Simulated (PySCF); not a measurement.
Compound: C2H6BBrSi.
Structure used (PBE0-D3(BJ)/def2-SVP), in Å, numbered top down from 1:
```xyz
11
C2H6BBrSi angstrom
C     -1.6806   -0.1544    0.1524
C     -1.1318    1.0215   -0.2066
B      0.3935    1.2236   -0.2798
Si     1.8304   -0.1445    0.1284
Br     1.0429    2.9645   -0.7754
H     -1.0603   -1.0232    0.3974
H     -2.7647   -0.2991    0.2158
H     -1.8034    1.8560   -0.4443
H      1.3106   -1.5384    0.3111
H      2.8429   -0.1685   -0.9725
H      2.5322    0.2464    1.3927
```

Jobs on this species (11 atoms, 72 electrons) with PySCF (density fitting). Hardware of each: an Arm Neoverse V1 with one thread, shared host. The host was shared with other jobs, so the times are rough. Peak memory is the resident size of the whole Python process, interpreter and libraries included.

```csv
level and settings,work,basis functions,SCF cycles,wall time,peak memory
"delta-SCF UKS SCAN, pcX-1 on the ionised atom, pcseg-1 elsewhere, spin-free X2C","ΔSCF core ionisation, 5 holes",139,?,?,?
"delta-SCF UKS PBE0, pcX-2 on the ionised atom, pcseg-1 elsewhere, spin-free X2C","ΔSCF core ionisation, 5 holes",159,74,47 s,0.60 GiB
"delta-SCF UKS SCAN, pcX-2 on the ionised atom, pcseg-1 elsewhere, spin-free X2C","ΔSCF core ionisation, 5 holes",159,84,34 s,0.54 GiB
"delta-SCF UKS SCAN, def2-TZVP on the ionised atom, pcseg-1 elsewhere, spin-free X2C","ΔSCF core ionisation, 5 holes",136,85,31 s,0.54 GiB
"PBE0-D3(BJ)/def2-SVP, grid level 1",geometry optimisation from a GFN2-xTB start shaken at random,122,38,41 s,0.50 GiB
"delta-SCF UKS PBE, pcX-2 on the ionised atom, pcseg-1 elsewhere, spin-free X2C","ΔSCF core ionisation, 5 holes",159,81,20 s,0.54 GiB
"delta-SCF UKS B3LYP, pcX-2 on the ionised atom, pcseg-1 elsewhere, spin-free X2C","ΔSCF core ionisation, 5 holes",159,75,49 s,0.61 GiB
"delta-SCF UKS SCAN, pcX-2 on the ionised atom, pcseg-1 elsewhere, non-relativistic","ΔSCF core ionisation, 5 holes",159,83,32 s,0.54 GiB
```

Q: Fill in the missing figures.

A: 
- delta-SCF UKS SCAN, pcX-1 on the ionised atom, pcseg-1 elsewhere, spin-free X2C; ΔSCF core ionisation, 5 holes: 27 s, 0.54 GiB, 83 SCF cycles

Q: What do all jobs in the table cost together?

A: About 4.7 min; the longest takes about 17 % of that, and about 2.5 times as long as the shortest.
